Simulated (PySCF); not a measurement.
SCF from a fresh guess for singlet [IH4]-, at the PBE0 minimum. PySCF input:

```python
from pyscf import gto, scf, dft
mol = gto.M(atom='''
I      0.000000    -0.000000    -0.000000
H      0.000000     1.911540    -0.000000
H     -0.000000    -1.911540     0.000000
H      1.911540    -0.000000     0.000000
H     -1.911540     0.000000    -0.000000''',
    basis={'I': 'def2-TZVPD', 'H': 'def2-TZVPD'},
    ecp={'I': 'def2-TZVPD'},
    charge=-1, spin=0)
mf = dft.RKS(mol, xc='PBE0')
mf.grids.atom_grid = (50, 194)
aux = {'I': 'def2-universal-JKFIT', 'H': 'def2-universal-JKFIT'}
mf = mf.density_fit(auxbasis=aux)
mf.conv_tol = 1e-08
mf.diis_space = 10
mf.max_cycle = 60
mf.init_guess = 'minao'
mf.verbose = 4
mf.kernel()
```

Excerpt of the output (cycles and frontier levels):

```
init E= -257.422085286882
  HOMO = -0.63742513780698  LUMO = -0.506424124296705  gap/eV = 3.56472
cycle= 1 E= -297.635296107075  delta_E= -40.2  |g|= 3.62  |ddm|= 19.9
cycle= 2 E= -294.964324242887  delta_E= 2.67  |g|= 4.26  |ddm|= 16.5
  HOMO = -0.185323546647068  LUMO = -0.020804846754956  gap/eV = 4.47678
cycle= 3 E= -299.826101758308  delta_E= -4.86  |g|= 0.506  |ddm|= 14.5
  HOMO = 0.0327018258003067  LUMO = 0.141531189810877  gap/eV = 2.96140
cycle= 4 E= -299.912867706804  delta_E= -0.0868  |g|= 0.282  |ddm|= 2.39
  HOMO = -0.00599374559525057  LUMO = 0.131455181934538  gap/eV = 3.74018
cycle= 5 E= -299.944854282564  delta_E= -0.032  |g|= 0.0106  |ddm|= 0.693
  HOMO = -0.0130335769456487  LUMO = 0.12812596567199  gap/eV = 3.84115
cycle= 6 E= -299.944907361026  delta_E= -5.31e-05  |g|= 0.00167  |ddm|= 0.0552
  HOMO = -0.0129724537763627  LUMO = 0.128084893719556  gap/eV = 3.83837
cycle= 7 E= -299.944908791865  delta_E= -1.43e-06  |g|= 0.000302  |ddm|= 0.00523
  HOMO = -0.0130217378366391  LUMO = 0.128064875507568  gap/eV = 3.83916
cycle= 8 E= -299.944908824168  delta_E= -3.23e-08  |g|= 4.73e-05  |ddm|= 0.000723
  HOMO = -0.0130205371704699  LUMO = 0.128065034294874  gap/eV = 3.83913
cycle= 9 E= -299.944908825204  delta_E= -1.04e-09  |g|= 4.67e-06  |ddm|= 0.000292
  HOMO = -0.0130213746055698  LUMO = 0.128064498896397  gap/eV = 3.83914
Extra cycle  E= -299.944908825216  delta_E= -1.24e-11  |g|= 2.44e-06  |ddm|= 3.26e-05
converged SCF energy = -299.944908825216
```

No lower solution of this spin was found by a stability analysis within the restricted form, which does not test spin polarisation.

The search for the lowest solution, with the stability check, took 2.4 s on 2 threads of a shared Intel Xeon 6975P-C (Granite Rapids) host, with 95 basis functions; the process peaked at 0.37 GiB. Launch command: `OMP_NUM_THREADS=2 python axn.py task.json out`.
